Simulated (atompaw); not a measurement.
## What one change does to a pseudopotential (lutetium, PAW (atompaw))

Lu, PAW, made with atompaw 4.2.0.5 (PBE, scalar-relativistic). Core [Kr] 4d10, reference 4f14 5s2 5p6 5d2 6s1 6p0. Waves: 5s (bound): rc 1.70 bohr; 6s (bound): rc 2.80 bohr; 5p (bound): rc 2.35 bohr; 6p (bound, empty): rc 2.80 bohr; 5d (bound): rc 2.80 bohr; 5d channel at 3.15 Ry: rc 2.80 bohr; 4f (bound): rc 1.00 bohr; 4f channel at 2.45 Ry: rc 1.00 bohr. Local part: vpsmatchnc scheme with l = 4 at 0 Ry, radius 1.85 bohr. Core correction: smooth core density matched at 2.55 bohr. Augmentation charge: besselshape compensation charge, radius 2.20 bohr; PAW radius 2.80 bohr; waves and projectors: custom rrkj gramschmidtortho.

Change: local potential vpsmatchnc scheme with l = 4 at 0 Ry, radius 1.54 bohr.

Cutoffs: the cutoffs (Ry, on a coarse ladder) from which the occupation-weighted sum of valence levels, in a spherical-Bessel basis at the reference potential, stays within 10 and 1 mRy of its value at 400 Ry; they do not see the model core or the augmentation charge, which bear on the density cutoff.

Question: What does the change do?

Answer: A bound ghost appears in s, which as a rule spoils a file; the range in which the s phases agree widens (upper end -0.1 → 2.8). A state that the projectors do not describe sees the local part alone, so a deeper or shallower local part can create or remove a ghost.

```csv
quantity,base,changed
"cutoff, loose",230 Ry,230 Ry
"cutoff, tight",over 300 Ry,over 300 Ry
bound ghosts,none,s
s: phases at 2.81 bohr within 0.05 rad from the reference energy up to (Ry; the scan ends near 5),-0.1,2.8
p: phases at 2.81 bohr within 0.05 rad from the reference energy up to (Ry; the scan ends near 5),0.5,0.4
d: phases at 2.81 bohr within 0.05 rad from the reference energy up to (Ry; the scan ends near 5),to the end of the scan,to the end of the scan
f: phases at 2.81 bohr within 0.05 rad from the reference energy up to (Ry; the scan ends near 5),to the end of the scan,to the end of the scan
lowest overlap eigenvalue by channel,"s 0.32, p 0.60, d 0.81, f 1.00","s 0.31, p 0.60, d 0.80, f 1.00"
```

 A true bound ghost makes a file unfit for plane-wave use even where its test errors are small: the radial tests pick states by their node count and pass the ghost by. The cutoffs see the waves, projectors and local potential, not the compensation charge or the core.
